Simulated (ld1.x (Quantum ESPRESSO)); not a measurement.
## Te: one change to a TM potential, before and after

Te (Z = 52), norm-conserving Troullier–Martins (Kleinman–Bylander form), made with ld1.x (Quantum ESPRESSO) 7.5 (LDA (PZ), scalar-relativistic). Core [Kr], reference 4d10 5s2 5p2 (charge +2). Waves: 5p (bound): rc 1.50 bohr; 4d (bound): rc 1.55 bohr; 5s (bound): rc 1.75 bohr. Local part: the s channel. Core correction: a·sin(br)/r model core inside 1.35 bohr.

Change: all radii but the core radius scaled by about 0.92 (s 1.62, p 1.38, d 1.42 bohr).

Cutoffs: the cutoffs (Ry, on a coarse ladder) from which the occupation-weighted sum of valence levels, in a spherical-Bessel basis at the reference potential, stays within 10 and 1 mRy of its value at 400 Ry; they do not see the model core or the augmentation charge, which bear on the density cutoff. Errors are all-electron minus pseudo energies relative to the spin-unpolarised reference configuration.

Q: Predict the effect on cutoff, ghosts and configuration errors.

A: The potential gets harder (110 Ry and 180 Ry → 160 Ry and 180 Ry); both files keep a bound ghost (p); the number of tests with a reliable result goes from 8 to 9; of the 8 tests that both files solve, the error grows in 4 and shrinks in 4 by more than 15 % and 0.3 meV (median size 10.8 → 13.9 meV). A smaller radius makes the pseudo-wave follow the all-electron one further in, where it bends more sharply, so more plane waves are needed.

| quantity | base | changed |
| --- | --- | --- |
| cutoff, loose | 110 Ry | 160 Ry |
| cutoff, tight | 180 Ry | 180 Ry |
| loose cutoff by channel (10 mRy a level) | p 70 Ry, d 80 Ry, s 25 Ry | p 140 Ry, d 90 Ry, s 30 Ry |
| bound ghosts | p | p |
| tests with a reliable result | 8 of 9 | 9 of 9 |
| error for 4d10 5s2 5p3, meV [ΔE -18.17 eV] | +6.3 | +1.6 |
| error for 4d10 5s2 5p1, meV [ΔE 27.23 eV] | -5.8 | -11 |
| error for 4d10 5s0 5p6, meV [ΔE -9.17 eV] | -17 | -86 |
| error for 4d9 5s2 5p5, meV [ΔE 10.06 eV] | -241 | -190 |
| error for 4d10 5s1 5p4, meV [ΔE -8.24 eV] | -2.7 | -22 |
| error for 4d10 5s2 5p4.3, meV [ΔE -29.61 eV] | +15 | -2.6 |
| error for 4d10 5s2 5p2 (spin-polarised), meV [ΔE -0.68 eV] | +2.0 | +17 |
| error for 4d10 5s2 5p4 (spin-polarised), meV [ΔE -28.57 eV] | +16 | +8.9 |

 A true bound ghost makes a file unfit for plane-wave use even where its test errors are small: the radial tests pick states by their node count and pass the ghost by.
